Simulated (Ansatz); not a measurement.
B2Cl3, doublet, at a GFN2-xTB geometry, atoms displaced at random by about 0.05 Å a coordinate; PBE0/6-31G (Ansatz, a quantum-chemistry and plane-wave program).

Ansatz was given this input:
Ansatz 0.2 input:
```yaml
crystal:
  periodic: [false, false, false]
  atoms:
    - {symbol: Cl, position_ang: [2.72235051, -0.42727553, -0.07787251]}
    - {symbol: B, position_ang: [0.95167206, -0.13270820, -0.00883973]}
    - {symbol: B, position_ang: [-0.54956954, 0.10133532, 0.00906967]}
    - {symbol: Cl, position_ang: [-1.15768463, 1.72476635, 0.04412787]}
    - {symbol: Cl, position_ang: [-1.61911033, -1.29909376, 0.11590261]}
basis:
  gaussian:
    orbitals: 6-31G
hamiltonian:
  xc: pbe0
magnetization: {spin_polarized: true, initial_magnetization: 1}
relax: {f_tol: 0.1}
```

Q: What does Ansatz print? Leave out banner, timings and long lists.

A: 
```
Functional definition: PBE0
708 factors; integrals over basis functions are off by at most 1.2e-4 eV
mean field evaluation 1: about -38903.4777 eV, gradient 7.8e0 eV
mean field evaluation 2: about -38903.6471 eV, gradient 7.1e0 eV
mean field evaluation 4: about -38903.9826 eV, gradient 7.6e-1 eV
mean field evaluation 8: about -38903.9892 eV, gradient 2.0e-2 eV
mean field evaluation 16: about -38903.2518 eV, gradient 3.0e0 eV
mean field -38903.98923130 eV, -1429.6952341794 hartree, gradient 2.3e-5 eV, S^2 0.752773; 2 other end points of the search recorded, 0 dependent functions left out
the calculation of the forces begins
reference -38903.98925119 eV, -1429.6952349101 hartree; 31, 30 occupied and 26, 27 virtual orbitals, 708 factors
relax step   1: F+E_penalty+E_count = -38903.98923130 eV  Δ(F+E_penalty+E_count) = +0.000e0 eV  max|allowed force component| = 3.600e0 eV/Å  Δτ_max = 0.0000 Å  (35 SCF iters, accepted)
these checks for a lower state are left out or cut short: starts, cluster_reference, orbital_swaps, neighbouring_geometries, increment
708 factors; integrals over basis functions are off by at most 1.1e-4 eV
mean field -38904.06232163 eV, -1429.6979201994 hartree, gradient 1.2e-5 eV, S^2 0.752792; 0 other end points of the search recorded, 0 dependent functions left out
the calculation of the forces begins
reference -38904.06234176 eV, -1429.6979209391 hartree; 31, 30 occupied and 26, 27 virtual orbitals, 708 factors
relax step   2: F+E_penalty+E_count = -38904.06232163 eV  Δ(F+E_penalty+E_count) = -7.309e-2 eV  max|allowed force component| = 1.338e0 eV/Å  Δτ_max = 0.1949 Å  (34 SCF iters, accepted)
these checks for a lower state are left out or cut short: starts, cluster_reference, orbital_swaps, neighbouring_geometries, increment
708 factors; integrals over basis functions are off by at most 1.2e-4 eV
mean field evaluation 32: about -38904.1904 eV, gradient 2.2e-5 eV
mean field -38904.19038957 eV, -1429.7026266095 hartree, gradient 1.8e-5 eV, S^2 0.752459; 0 other end points of the search recorded, 0 dependent functions left out
the calculation of the forces begins
reference -38904.19040952 eV, -1429.7026273424 hartree; 31, 30 occupied and 26, 27 virtual orbitals, 708 factors
relax step   3: F+E_penalty+E_count = -38904.19038957 eV  Δ(F+E_penalty+E_count) = -1.281e-1 eV  max|allowed force component| = 5.701e-1 eV/Å  Δτ_max = 0.1640 Å  (31 SCF iters, accepted)
these checks for a lower state are left out or cut short: starts, cluster_reference, orbital_swaps, neighbouring_geometries, increment
708 factors; integrals over basis functions are off by at most 1.2e-4 eV
mean field -38904.19776330 eV, -1429.7028975891 hartree, gradient 4.8e-6 eV, S^2 0.752576; 0 other end points of the search recorded, 0 dependent functions left out
the calculation of the forces begins
reference -38904.19778334 eV, -1429.7028983252 hartree; 31, 30 occupied and 26, 27 virtual orbitals, 708 factors
relax step   4: F+E_penalty+E_count = -38904.19776330 eV  Δ(F+E_penalty+E_count) = -7.374e-3 eV  max|allowed force component| = 5.608e-2 eV/Å  Δτ_max = 0.0185 Å  (29 SCF iters, accepted)
708 factors; integrals over basis functions are off by at most 1.2e-4 eV
mean field -38904.19776330 eV, -1429.7028975891 hartree, gradient 4.8e-6 eV, S^2 0.752576; 3 other end points of the search recorded, 0 dependent functions left out
the calculation of the forces begins
reference -38904.19778334 eV, -1429.7028983252 hartree; 31, 30 occupied and 26, 27 virtual orbitals, 708 factors
Total energy: -38904.19778334 eV, -1429.7028983252 hartree
Atom 0 at     2.716419    -0.419167    -0.080921 Å, force    -0.006476    -0.002187     0.001500 eV/Å
Atom 1 at     1.019397    -0.153705    -0.011109 Å, force     0.011563     0.014509    -0.004789 eV/Å
Atom 2 at    -0.537231     0.090427     0.037595 Å, force     0.016191    -0.023074     0.005496 eV/Å
Atom 3 at    -1.191114     1.772784     0.031862 Å, force    -0.015635    -0.045331     0.000021 eV/Å
Atom 4 at    -1.659813    -1.323314     0.104962 Å, force    -0.005643     0.056083    -0.002228 eV/Å
Dipole moment:     0.559147    -0.085096    -0.019083 e Å
```
